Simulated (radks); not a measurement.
Values are calculated unless marked as measured or tabulated.
Question: Orbital eigenvalues (eV) of the terbium ion Tb+, [Xe] 4f9 6s1, of relativity; Dirac values are averaged over j with weights 2j + 1. Spin-unpolarised spherical Kohn-Sham, PBE, point nucleus unless stated (finite: rms radius 5.06 fm), a radial shooting solver on a logarithmic mesh with Libxc functionals. A level marked "c x" has the speed of light scaled by that factor and shares open shells by 2j + 1; other Dirac levels either fill j = l - 1/2 first or share by 2j + 1.

shell  non-rel.
2s      -7770.0
2p      -7398.7
3s      -1717.8
3p      -1551.9
3d      -1242.8
4s      -336.91
4p      -271.61
4d      -155.03
5s      -47.217
5p      -30.129
4f      -12.867
6s      -8.1766

Give the values at the level "Dirac, 2j+1 shares, finite nucleus".

Answer: 
shell  Dirac, 2j+1 shares, finite nucleus  change of magnitude (%)
2s                                -8588.2                   +10.53
2p                                -7664.5                    +3.59
3s                                -1909.7                   +11.17
3p                                -1621.6                    +4.49
3d                                -1230.6                    -0.98
4s                                -383.28                   +13.76
4p                                -287.77                    +5.95
4d                                -152.99                    -1.32
5s                                -53.803                   +13.95
5p                                -31.400                    +4.22
4f                                -9.3637                   -27.23
6s                                -8.7365                    +6.85
